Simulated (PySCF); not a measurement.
C4H10Sb (SMILES C[CH2][Sb][CH2]C), doublet, at a GFN2-xTB geometry (the spin is typed, not shown lowest) (all electrons, no relativity), with bond 13-10 at 1.6 times its length; PBE0/3-21G (PySCF).

PySCF was given this input:
```python
from pyscf import gto, scf, dft

mol = gto.Mole()
mol.atom = '''
    Sb    0.69795184    0.22099115    0.17324358
    C    -0.97707771   -0.60323738    1.35141399
    C    -1.09839577   -2.10555151    1.20328085
    H    -1.88914187   -0.11172102    1.01763682
    H    -0.81080658   -0.33758433    2.39354113
    H    -0.19955431   -2.60306815    1.56347303
    H    -1.24709769   -2.38339216    0.16131483
    H    -1.94675887   -2.48108930    1.77591681
    C    -0.45619637    0.14942256   -1.70717713
    C    -1.42581751    1.30631470   -1.82983375
    H    -0.98885328   -0.79953306   -1.73200443
    H     0.25381004    0.16122358   -2.53179720
    H    -0.57600226    2.82677422   -1.83823005
    H    -2.12972381    1.31419564   -0.99949967
    H    -1.99781017    1.23212797   -2.75502631
'''
mol.basis = '3-21g'
mol.spin = 1
mol.verbose = 4
mol.build()

mf = dft.UKS(mol)
mf.xc = 'pbe0'
mf.diis_space = 4
mf.kernel()
mf.analyze()
```

It wrote (shortened):

```
PySCF version 2.14.0

[INPUT] verbose = 4
[INPUT] num. atoms = 15
[INPUT] num. electrons = 85
[INPUT] charge = 0
[INPUT] spin (= nelec alpha-beta = 2S) = 1
[INPUT] symmetry False subgroup None
[INPUT] Mole.unit = angstrom
[INPUT] Symbol           X                Y                Z      unit          X                Y                Z       unit  Magmom
[...]
nuclear repulsion = 446.894491293678
number of shells = 53
number of NR pGTOs = 171
number of NR cGTOs = 87
basis = 3-21g
ecp = {}

******** <class 'pyscf.dft.uks.UKS'> ********
method = UKS
initial guess = minao
damping factor = 0
level_shift factor = 0
DIIS = <class 'pyscf.scf.diis.CDIIS'>
diis_start_cycle = 1
diis_space = 4
diis_damp = 0
SCF conv_tol = 1e-09
SCF conv_tol_grad = None
SCF max_cycles = 50
direct_scf = True
direct_scf_tol = 1e-13
number electrons alpha = 43  beta = 42
XC library pyscf.dft.libxc version 7.1.2
    S. Lehtola, C. Steigemann, M. J. T. Oliveira, and M. A. L. Marques,  SoftwareX 7, 1–5 (2018)
XC functionals = pbe0
    C. Adamo and V. Barone,  J. Chem. Phys. 110, 6158 (1999)
    M. Ernzerhof and G. E. Scuseria,  J. Chem. Phys. 110, 5029 (1999)
radial grids:
    Treutler-Ahlrichs [JCP 102, 346 (1995); DOI:10.1063/1.469408] (M4) radial grids

becke partition: Becke, JCP 88, 2547 (1988); DOI:10.1063/1.454033
pruning grids: <function nwchem_prune>
grids dens level: 3
symmetrized grids: False
atomic radii adjust function: <function treutler_atomic_radii_adjust>
small_rho_cutoff = 0
Set gradient conv threshold to 3.16228e-05
tot grids = 176512
init E= -6430.77970258041

cycle= 1 E= -6445.12750995851  delta_E= -14.3  |g|= 0.242  |ddm|= 2.55
cycle= 2 E= -6445.11094546765  delta_E= 0.0166  |g|= 0.291  |ddm|= 0.645
cycle= 3 E= -6445.16000189907  delta_E= -0.0491  |g|= 0.0418  |ddm|= 0.373
cycle= 4 E= -6445.16108106232  delta_E= -0.00108  |g|= 0.0163  |ddm|= 0.08
cycle= 5 E= -6445.1612345997  delta_E= -0.000154  |g|= 0.00472  |ddm|= 0.0216
cycle= 6 E= -6445.16125112533  delta_E= -1.65e-05  |g|= 0.00133  |ddm|= 0.00897
cycle= 7 E= -6445.1612531646  delta_E= -2.04e-06  |g|= 0.000705  |ddm|= 0.00304
cycle= 8 E= -6445.16125377892  delta_E= -6.14e-07  |g|= 0.000373  |ddm|= 0.00175
cycle= 9 E= -6445.16125404381  delta_E= -2.65e-07  |g|= 0.000357  |ddm|= 0.00147
cycle= 10 E= -6445.16125416147  delta_E= -1.18e-07  |g|= 0.000196  |ddm|= 0.000669
cycle= 11 E= -6445.16125420711  delta_E= -4.56e-08  |g|= 0.000156  |ddm|= 0.000473
cycle= 12 E= -6445.16125424018  delta_E= -3.31e-08  |g|= 8.04e-05  |ddm|= 0.000317
cycle= 13 E= -6445.16125425399  delta_E= -1.38e-08  |g|= 6.53e-05  |ddm|= 0.000197
cycle= 14 E= -6445.16125426585  delta_E= -1.19e-08  |g|= 5.04e-05  |ddm|= 0.000191
cycle= 15 E= -6445.16125427332  delta_E= -7.47e-09  |g|= 4.45e-05  |ddm|= 0.000156
cycle= 16 E= -6445.16125428018  delta_E= -6.86e-09  |g|= 3.42e-05  |ddm|= 0.000183
cycle= 17 E= -6445.16125428191  delta_E= -1.73e-09  |g|= 2.58e-05  |ddm|= 7.29e-05
cycle= 18 E= -6445.16125428388  delta_E= -1.97e-09  |g|= 1.93e-05  |ddm|= 0.000103
cycle= 19 E= -6445.16125428416  delta_E= -2.79e-10  |g|= 1.49e-05  |ddm|= 3.31e-05
Extra cycle  E= -6445.1612542845  delta_E= -3.4e-10  |g|= 1.93e-05  |ddm|= 4.8e-05
converged SCF energy = -6445.1612542845  <S^2> = 0.75325379  2S+1 = 2.0032511
**** SCF Summaries ****
Total Energy =                       -6445.161254284496863
Nuclear Repulsion Energy =             446.894491293677959
One-electron Energy =                -9767.773309682852414
Two-electron Energy =                 2875.717564104677422
Two-electron Coulomb Energy =         3066.664937409443610
DFT Exchange-Correlation Energy =     -190.947373304766387
**** MO energy ****
                             alpha | beta                alpha | beta
[...]
To work with the spin densities directly, `use mulliken_meta_spin()` only printing them here.

 ** Mulliken spin pop alpha/beta on meta-lowdin orthogonal AOs **
 ** Mulliken Spin Density (per AO)  **
spin_pop of  0 Sb 1s        0.00000
[...]
spin_pop of  0 Sb 3dz^2    -0.00000
spin_pop of  0 Sb 3dxz     -0.00000
spin_pop of  0 Sb 3dx2-y2   -0.00000
spin_pop of  0 Sb 4dxy     -0.00005
spin_pop of  0 Sb 4dyz     -0.00003
spin_pop of  0 Sb 4dz^2    -0.00004
spin_pop of  0 Sb 4dxz     -0.00004
spin_pop of  0 Sb 4dx2-y2   -0.00006
spin_pop of  1 C 1s        0.00000
spin_pop of  1 C 2s       -0.00474
spin_pop of  1 C 3s       -0.00009
spin_pop of  1 C 2px      -0.01598
spin_pop of  1 C 2py      -0.00449
spin_pop of  1 C 2pz      -0.00871
spin_pop of  1 C 3px      -0.00004
spin_pop of  1 C 3py       0.00012
spin_pop of  1 C 3pz       0.00003
spin_pop of  2 C 1s        0.00000
spin_pop of  2 C 2s        0.00500
spin_pop of  2 C 3s        0.00005
spin_pop of  2 C 2px       0.00120
spin_pop of  2 C 2py       0.00584
spin_pop of  2 C 2pz       0.00052
spin_pop of  2 C 3px       0.00004
spin_pop of  2 C 3py       0.00002
spin_pop of  2 C 3pz       0.00004
spin_pop of  3 H 1s        0.00504
spin_pop of  3 H 2s        0.00003
spin_pop of  4 H 1s        0.00161
spin_pop of  4 H 2s        0.00001
spin_pop of  5 H 1s       -0.00091
spin_pop of  5 H 2s        0.00009
spin_pop of  6 H 1s       -0.00076
spin_pop of  6 H 2s        0.00004
spin_pop of  7 H 1s        0.00362
spin_pop of  7 H 2s        0.00004
spin_pop of  8 C 1s        0.00000
spin_pop of  8 C 2s       -0.00471
spin_pop of  8 C 3s       -0.00008
spin_pop of  8 C 2px      -0.00782
spin_pop of  8 C 2py      -0.00207
spin_pop of  8 C 2pz      -0.01937
spin_pop of  8 C 3px      -0.00000
spin_pop of  8 C 3py       0.00007
spin_pop of  8 C 3pz       0.00000
spin_pop of  9 C 1s       -0.00000
spin_pop of  9 C 2s        0.00806
spin_pop of  9 C 3s        0.00011
spin_pop of  9 C 2px       0.01071
spin_pop of  9 C 2py       0.00525
spin_pop of  9 C 2pz       0.00070
spin_pop of  9 C 3px       0.00003
spin_pop of  9 C 3py       0.00002
spin_pop of  9 C 3pz       0.00007
spin_pop of  10 H 1s        0.00389
spin_pop of  10 H 2s        0.00002
spin_pop of  11 H 1s        0.00188
spin_pop of  11 H 2s        0.00001
spin_pop of  12 H 1s       -0.00977
spin_pop of  12 H 2s       -0.00007
spin_pop of  13 H 1s       -0.00111
spin_pop of  13 H 2s        0.00002
spin_pop of  14 H 1s        0.00377
spin_pop of  14 H 2s        0.00002
 ** Mulliken Spin Density (per atom)  **
spin density of  0 Sb =      1.02274
spin density of  1 C =     -0.03391
spin density of  2 C =      0.01272
spin density of  3 H =      0.00507
spin density of  4 H =      0.00161
spin density of  5 H =     -0.00082
spin density of  6 H =     -0.00073
spin density of  7 H =      0.00366
spin density of  8 C =     -0.03398
spin density of  9 C =      0.02494
spin density of  10 H =      0.00392
spin density of  11 H =      0.00189
spin density of  12 H =     -0.00984
spin density of  13 H =     -0.00108
spin density of  14 H =      0.00380
 ** Mulliken pop alpha/beta on meta-lowdin orthogonal AOs **
 ** Mulliken pop       alpha | beta **
In total            43.00000 | 42.00000
 ** Mulliken atomic charges   ( Nelec_alpha | Nelec_beta ) **
charge of  0Sb =      0.34548  (    25.83863     24.81589 )
charge of  1C =     -0.37735  (     3.17172      3.20563 )
charge of  2C =     -0.29914  (     3.15593      3.14321 )
charge of  3H =      0.10134  (     0.45186      0.44679 )
charge of  4H =      0.10772  (     0.44695      0.44533 )
charge of  5H =      0.10248  (     0.44835      0.44917 )
charge of  6H =      0.09610  (     0.45158      0.45231 )
charge of  7H =      0.10445  (     0.44961      0.44594 )
charge of  8C =     -0.38257  (     3.17429      3.20827 )
charge of  9C =     -0.21277  (     3.11886      3.09391 )
charge of  10H =      0.10912  (     0.44740      0.44348 )
charge of  11H =      0.11439  (     0.44375      0.44186 )
charge of  12H =     -0.02490  (     0.50753      0.51737 )
charge of  13H =      0.10380  (     0.44756      0.44864 )
charge of  14H =      0.11185  (     0.44597      0.44217 )
Dipole moment(X, Y, Z, Debye): -1.19298, -1.04596, -0.11028
```
